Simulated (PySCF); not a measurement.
**Static response to an electric field**

Potassium hydride, KH.
Geometry (PBE0-D3(BJ)/def2-SVP, Å), atoms numbered from 1 in this order:
```xyz
2
KH angstrom
K      1.146   -0.032    0.002
H     -1.128    0.003   -0.014
```

Level: B3LYP/def2-SVPD (PySCF), static field, nuclei fixed, core orbitals frozen in the response. The polarisability tensor in these axes (au):

```
x   80.38 -0.38  0.17
y   -0.38 56.97  0.00
z    0.17  0.00 56.93
```

Problem. What are the eigenvalues, a third of the trace, and Δα (Δα² = ½Σ(αi − αj)² over the three pairs)?

Solution. Principal values 56.93, 56.96 and 80.39 au; mean 64.76 au = 9.60 Å³ = 10.68 × 10⁻⁴⁰ C²·m²/J; Δα = 23.44 au (36 % of the mean).

Problem. What is the dipole moment, and where does it point?

Solution. (7.60, -0.12, 0.06) D, 7.60 D in size, pointing from the negative to the positive side. Measured along this direction, the outermost atoms are H2 at the negative end and K1 at the positive end.

Problem. Refractivity n − 1 of an ideal gas of it at 298.15 K and 1 atm, from the electronic α?

Solution. N = p/kT = 2.4615 × 10¹⁹ cm⁻³, so n − 1 = 2π × N × 9.60 × 10⁻²⁴ cm³ = 1484 × 10⁻⁶ at long wavelengths, for an ideal gas.

Problem. Find the Langevin capture rate constant for O2+ (31.990 u) meeting this molecule (39.972 u), k = 2.342 × 10⁻⁹ cm³/s × √(α in Å³ / reduced mass in u).

Solution. The reduced mass is 17.77 u, so k = 1.72 × 10⁻⁹ cm³/s. The formula leaves out the permanent dipole, which adds to the capture rate.

Problem. Traceless (Buckingham) quadrupole moment about the centre of nuclear charge: eigenvalues?

Solution. -13.20, 6.60, 6.60 D·Å. The values depend on the origin, since the dipole doesn't vanish. The electronic extent ⟨r²⟩ about the same centre is 63 bohr², a root-mean-square distance of 0.94 Å for the 20 electrons.

Geometry: PBE0-D3(BJ)/def2-SVP; no solvent, vibrations or thermal averaging.
